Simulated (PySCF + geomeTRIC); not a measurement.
Calculation: M06-2X/def2-TZVP (PySCF + geomeTRIC). fastk is a local helper that only speeds up exchange builds. No frequencies were computed at this level.

```python
import json, numpy as np
from pyscf import gto, dft
from fastk import lowrank_exchange
atoms = """
C      1.886930    -0.386885     0.077641
In     0.050596     0.820938    -0.263945
C     -1.924966    -0.136120     0.099615
H      2.472128    -0.496212    -0.834074
H      2.520213     0.048051     0.849659
H      1.549233    -1.370984     0.405354
H      0.166133     2.487212    -0.824608
H     -2.188387    -0.747227    -0.763773
H     -1.804588    -0.792147     0.962587
H     -2.727293     0.573375     0.291543
"""
def scf(charge, spin, dm0=None):
    mol = gto.M(atom=atoms, basis='def2-tzvp', ecp={'In': 'def2-tzvp'}, charge=charge, spin=spin, verbose=3, max_memory=5040)
    mf = dft.KS(mol, xc='m062x').density_fit(auxbasis="def2-universal-jkfit")
    mf.grids.level = 4
    mf.conv_tol = 1e-8
    mf.max_cycle = 60
    mf.kernel(dm0)
    if not mf.converged:
        mf = mf.newton().run(mf.mo_coeff, mf.mo_occ).undo_soscf()
    return mf
mf = scf(0, 0)
from pyscf.geomopt.geometric_solver import kernel as optimize
path = []
done, mol = optimize(mf, maxsteps=80, assert_convergence=False, callback=lambda env: path.append((env["energy"], bool(env["g_scanner"].converged))))
res = dict(converged=bool(done and path[-1][1]), energy=path[-1][0], path=[e for e, c in path], xyz=mol.atom_coords(unit="Angstrom").tolist(), nao=mol.nao)
json.dump(res, open("result.json", "w"))
```

Output:

```
converged SCF energy = -270.439498948985
Geometry optimization cycle 1
converged SCF energy = -270.439498948957
cycle 1: E = -270.439498949  dE = -270.439  norm(grad) = 0.0173552
Geometry optimization cycle 2
converged SCF energy = -270.440570595659
cycle 2: E = -270.440570596  dE = -0.00107165  norm(grad) = 0.00532425
Geometry optimization cycle 3
converged SCF energy = -270.440817374043
cycle 3: E = -270.440817374  dE = -0.000246778  norm(grad) = 0.00287775
Geometry optimization cycle 4
converged SCF energy = -270.440908500934
cycle 4: E = -270.440908501  dE = -9.11269e-05  norm(grad) = 0.000995221
Geometry optimization cycle 5
converged SCF energy = -270.440917085134
cycle 5: E = -270.440917085  dE = -8.5842e-06  norm(grad) = 0.000751935
Geometry optimization cycle 6
converged SCF energy = -270.440919397032
cycle 6: E = -270.440919397  dE = -2.3119e-06  norm(grad) = 0.000267011
Geometry optimization cycle 7
converged SCF energy = -270.440919588179
cycle 7: E = -270.440919588  dE = -1.91147e-07  norm(grad) = 5.59332e-05
<class 'geometric.internal.Distance'> : 9
<class 'geometric.internal.Angle'> : 14
<class 'geometric.internal.OutOfPlane'> : 1
<class 'geometric.internal.Dihedral'> : 12
<class 'geometric.internal.TranslationX'> : 1
<class 'geometric.internal.TranslationY'> : 1
<class 'geometric.internal.TranslationZ'> : 1
<class 'geometric.internal.RotationA'> : 1
<class 'geometric.internal.RotationB'> : 1
<class 'geometric.internal.RotationC'> : 1
Step    0 : Gradient = 5.488e-03/1.173e-02 (rms/max) Energy = -270.4394989490
Step    1 : Displace = 5.269e-02/6.686e-02 (rms/max) Trust = 1.000e-01 (=) Grad = 1.684e-03/3.031e-03 (rms/max) E (change) = -270.4405705957 (-1.072e-03) Quality = 0.848
Step    2 : Displace = 3.268e-02/5.823e-02 (rms/max) Trust = 1.414e-01 (+) Grad = 9.100e-04/1.849e-03 (rms/max) E (change) = -270.4408173740 (-2.468e-04) Quality = 1.371
Step    3 : Displace = 3.250e-02/6.052e-02 (rms/max) Trust = 2.000e-01 (+) Grad = 3.147e-04/6.271e-04 (rms/max) E (change) = -270.4409085009 (-9.113e-05) Quality = 1.144
Step    4 : Displace = 8.118e-03/1.417e-02 (rms/max) Trust = 2.828e-01 (+) Grad = 2.378e-04/4.863e-04 (rms/max) E (change) = -270.4409170851 (-8.584e-06) Quality = 1.328
Step    5 : Displace = 3.206e-03/4.820e-03 (rms/max) Trust = 3.000e-01 (+) Grad = 8.444e-05/1.636e-04 (rms/max) E (change) = -270.4409193970 (-2.312e-06) Quality = 1.155
Step    6 : Displace = 3.923e-04/6.199e-04 (rms/max) Trust = 3.000e-01 (=) Grad = 1.769e-05/3.194e-05 (rms/max) E (change) = -270.4409195882 (-1.911e-07) Quality = 1.093
Converged! =D
```

Cost: roughly 4 core-minutes.
